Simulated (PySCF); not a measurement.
# HMoO2, doublet: data card

These are results of UPBE0/[Mo def2-TZVP with ECP28, O def2-TZVP, H def2-TZVP], scalar-relativistic core potentials, density fitting, no spin–orbit coupling, PySCF, not measurements.

The structure is a minimum.

Z-matrix (Å, degrees; charge 0 multiplicity 2):
```
Mo
O  1 1.6730
O  1 1.6730 2 111.41
H  1 1.7155 2 107.24 3 -117.07
```

```
Point group                                                                   : Cs
Bond lengths                                                                  : Mo–H 1.715 Å, Mo–O 1.673 Å (×2)
Bond angles                                                                   : H–Mo–O 107.2° (×2), O–Mo–O 111.4°
Rotational constants                                                          : 0.6786, 0.2671, 0.2008 cm⁻¹
Lowest empty level (α)                                                        : -3.57 eV
Heat capacity Cp at 298.15 K                                                  : 52.1 J/(mol K)
Spin squared ⟨S²⟩                                                             : 0.756
Enthalpy at 298.15 K above 0 K                                                : 12.05 kJ/mol
Rotational symmetry number                                                    : 1
Principal quadrupole moments (Buckingham, traceless) about the centre of mass : -5.25, 0.16, 5.09 D Å
Atomisation energy without zero-point energy                                  : 1391 kJ/mol
Highest occupied level (α)                                                    : -7.08 eV
Entropy at 298.15 K and 1 bar (electronic part: spin only)                    : 283.2 J/(mol K)
Dipole moment                                                                 : 3.66 D
Zero-point energy                                                             : 32.8 kJ/mol
Principal polarisabilities                                                    : 41.6, 43.9, 47.0 bohr³
```

Harmonic modes (masses in u: Mo 97.905, O 15.995, H 1.008):
| symmetry | ω (cm⁻¹) | IR (km/mol) | type |
| --- | --- | --- | --- |
| a' | 340 | 2.1 | bend |
| a' | 476 | 52.5 | bend |
| a'' | 652 | 4.6 | bend |
| a'' | 1018 | 267 | stretch |
| a' | 1067 | 80.9 | stretch |
| a' | 1928 | 152 | stretch |

Charges (e):
```tsv
atom	Mulliken	Löwdin	polar tensor	spin (Mulliken)	Mayer order to Mo1
Mo1	1.16	0.61	1.60	1.03	–
O2,3	-0.54	-0.27	-0.68	0.00	2.01
H4	-0.07	-0.06	-0.23	-0.03	0.94
```

Mulliken populations on Mo1 (electrons outside its core potential): s 2.43, p 6.34, d 4.00, f 0.07.

Outer orbital energies (eV). α occupied: -12.42, -12.09, -11.55, -11.21, -10.73, -9.57, -9.27, -7.08; empty: -3.57, -2.29, -0.91, -0.73. β occupied: -25.79, -12.32, -11.96, -11.33, -10.92, -10.44, -9.53, -9.32; empty: -3.20, -3.17, -1.89, -0.49.

Other isomers or separated fragments may lie lower. With open d or f shells other occupations or spin states may lie lower.

The final relaxation and frequency run took 44 s on 4 threads of a shared Intel Xeon 6975P-C (Granite Rapids) host, with 108 basis functions and 15 gradients; the process peaked at 1.2 GiB. Launch command: `OMP_NUM_THREADS=4 python axn.py task.json out`.
